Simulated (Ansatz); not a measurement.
```yaml
crystal:
  periodic: [false, false, false]
  atoms:
    - {symbol: F, position_ang: [0.631684, -1.890601, 1.750003]}
    - {symbol: Si, position_ang: [0.955952, -1.032346, 0.233343]}
    - {symbol: F, position_ang: [0.958180, -2.250852, -1.053994]}
    - {symbol: F, position_ang: [2.609215, -0.402873, 0.344927]}
    - {symbol: Sn, position_ang: [-0.952273, 1.040951, -0.254864]}
    - {symbol: H, position_ang: [-0.886333, 2.295035, 1.177981]}
    - {symbol: H, position_ang: [-0.522082, 1.906958, -1.896535]}
    - {symbol: H, position_ang: [-2.691078, 0.269664, -0.363468]}
basis:
  gaussian: {orbitals: STO-3G}
hamiltonian: {xc: {name: wB97M-V}}
scf: {lower_state_search: off}
output: {forces: true}
```

```sh
$ ansatz run in.yaml --threads 4 --pin off --events-out ev --progress --plain --max-ram 10444MiB
```

Output, abridged:

```
Functional definition: wB97M-V
703 factors; integrals over basis functions are off by at most 3.3e-5 eV
172 factors; integrals over basis functions are off by at most 9.8e-7 eV
mean field evaluation 1: about -178189.6313 eV, gradient 3.5e1 eV
mean field evaluation 2: about -178192.8840 eV, gradient 2.8e1 eV
mean field evaluation 4: about -178195.7272 eV, gradient 2.8e-1 eV
mean field evaluation 8: about -178195.6243 eV, gradient 2.3e-3 eV
mean field evaluation 16: about -178195.6243 eV, gradient 1.1e-6 eV
mean field -178195.62430274 eV, -6548.5684077934 hartree, gradient 1.1e-6 eV, S^2 0.000000; 0 other end points of the search recorded, 0 dependent functions left out
reference -178195.62432893 eV, -6548.5684087557 hartree; 47, 47 occupied and 7, 7 virtual orbitals, 703 factors
Total energy: -178195.62432893 eV, -6548.5684087557 hartree
Atom 0 at     0.631684    -1.890601     1.750003 Å, force     0.813124     1.670476    -3.166868 eV/Å
Atom 1 at     0.955952    -1.032346     0.233343 Å, force     0.499517    -0.544511     0.128338 eV/Å
Atom 2 at     0.958180    -2.250852    -1.053994 Å, force     0.124084     2.430739     2.749068 eV/Å
Atom 3 at     2.609215    -0.402873     0.344927 Å, force    -3.359437    -1.467634    -0.202473 eV/Å
Atom 4 at    -0.952273     1.040951    -0.254864 Å, force    -0.149866     0.159970    -0.037193 eV/Å
Atom 5 at    -0.886333     2.295035     1.177981 Å, force    -0.143257    -2.147382    -2.496830 eV/Å
Atom 6 at    -0.522082     1.906958    -1.896535 Å, force    -0.776025    -1.473308     2.844798 eV/Å
Atom 7 at    -2.691078     0.269664    -0.363468 Å, force     2.991860     1.371649     0.181161 eV/Å
Dipole moment:    -0.165497     0.180252    -0.042499 e Å
Checks for a lower state left out: stability, starts, cluster_reference, orbital_swaps, neighbouring_geometries, increment
```

Hardware: 4 threads of an Arm Neoverse V2 on a shared host. Wall time 2.4 s, peak host memory 0.42 GiB.
